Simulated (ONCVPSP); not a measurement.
Which setting gave this result? (rubidium, ONCV)

Base potential:

| Property | Result |
| --- | --- |
| Element | Rb |
| Generator | ONCVPSP 4.0.1 |
| Type | optimised norm-conserving Vanderbilt (ONCV) |
| Functional | BLYP |
| Relativity | scalar-relativistic |
| Frozen core | [Ar] 3d10 |
| Valence charge | 9 |
| Reference configuration | 4s2 4p6 5s0.75 (charge +0.25) |
| Partial waves | 4s+5s: rc 2.50 bohr, ncon 4, nbas 7, qcut 3.9 1/bohr, 2 projectors; 4p: rc 1.90 bohr, ncon 5, nbas 8, qcut 7.5 1/bohr, 3 projectors, debl 0.7 Ha; d scattering state at 0.1 Ha: rc 1.85 bohr, ncon 4, nbas 8, qcut 4.4 1/bohr, 3 projectors, debl 0.5 Ha |
| Local potential | polynomial inside 1.20 bohr (lpopt 5, dvloc0 0 Ha) |
| Core correction | none |

Cutoffs, loose and tight: the cutoffs (Ha) at which the residual kinetic energy of the hardest occupied pseudo-wave falls to 1 and 0.1 mHa per electron. They do not see the model core or the augmentation charge, which bear on the density cutoff. Test errors are all-electron minus pseudo excitation energies from the reference, over the configurations 4s2 4p6 5s1; 4s2 4p6 5s0; 4s2 4p6 5s0.5; 4s2 4p5 5s1; variants that change the core or the reference have their own tests.

Only the scale of all radii (base = 1) is moved:

| scale of all radii (base = 1) | cutoff, loose | cutoff, tight | bound ghosts | largest test error (meV) |
| --- | --- | --- | --- | --- |
| 0.77 | 18 Ha | 32 Ha | s, p, d | +35 |
| 0.91 | 19 Ha | 24 Ha | p, d | +14 |
| 0.97 | 19 Ha | 23 Ha | d | +15 |
| 1.2 | 15 Ha | 19 Ha | d | +18 |
| 1.29 | 13 Ha | 18 Ha | d | +18 |

Q: One more run gave cutoff, loose: 16 Ha; cutoff, tight: 21 Ha; bound ghosts: d; largest test error (meV): +17. Which value of the scale of all radii (base = 1) was used?

A: 1.11. The tight cutoff moves one way along this sweep, from 32 Ha at 0.77 to 18 Ha at 1.29, which places the run between 0.97 and 1.2.
